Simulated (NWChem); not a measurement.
A series in which one site is exchanged, each optimised at PBE0/def2-SVP with NWChem, gas phase unless a solvent is named. This build's default masses of Se (78.918 u) and Br (79.917 u) are each other's, which moves their modes by up to 0.6 %. Some are not confirmed as minima by frequencies. def2 effective core potentials on I; no spin-orbit coupling.

A: F[SiH](Cl)Cl (SiHCl2F; site = F)
B: Br[SiH](Cl)Cl (SiHBrCl$_{2}$; site = Br)
C: Cl[SiH](Cl)Cl (SiHCl3; site = Cl)
D: Cl[SiH](Cl)I (SiHICl2; site = I)

| quantity | A | B | C | D |
|---|---|---|---|---|
| dipole (D), PBE0/def2-SVP | ___ | 0.91 | 0.97 | 0.88 |
| orbital gap (eV), PBE0/def2-SVP | ___ | 8.53 | 9.43 | 7.03 |
| static polarisability, PBE/def2-SVPD (bohr³) | ___ | 76.5 | 68.2 | 91.3 |
| lowest singlet excitation, PBE/def2-SVPD, TDA (eV) | ___ | 6.08 | 6.74 | 5.00 |

Task: What belongs in the gaps?

Result: 
- dipole (D), PBE0/def2-SVP, A: 1.20
- orbital gap (eV), PBE0/def2-SVP, A: 10.03
- static polarisability, PBE/def2-SVPD (bohr³), A: 53.8
- lowest singlet excitation, PBE/def2-SVPD, TDA (eV), A: 7.49
